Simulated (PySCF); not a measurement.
**Removing the step error of a finite difference**

System: C3H12AlNSi (SMILES C[SiH2][NH][Al]([CH3])[CH3]), singlet, geometry from GFN2-xTB (such geometries of metal compounds can be far from the true shape), atoms displaced at random by about 0.03 Å a coordinate. Level: HF/STO-3G, gradient (PySCF). Sums are taken with unrounded values, so a last digit can differ.

Central differences of the energy along x of atom 14 gave a gradient component of 0.000258 Eh/bohr at step 0.05 and -0.000557 Eh/bohr at step 0.2 (atomic units).

Q: Extrapolate to zero step.

A: The leading error of a symmetric difference goes as h², so A(h) = A0 + c h². Then c = (-0.000557 - (0.000258))/(0.2² - 0.05²) = -0.0217 (atomic units) and A0 = 0.000258 - c × 0.05² = 0.000312 Eh/bohr. The analytic value from the same program and level is 0.000314 Eh/bohr: the smaller step missed it by -0.000055, the extrapolation by -0.000001.
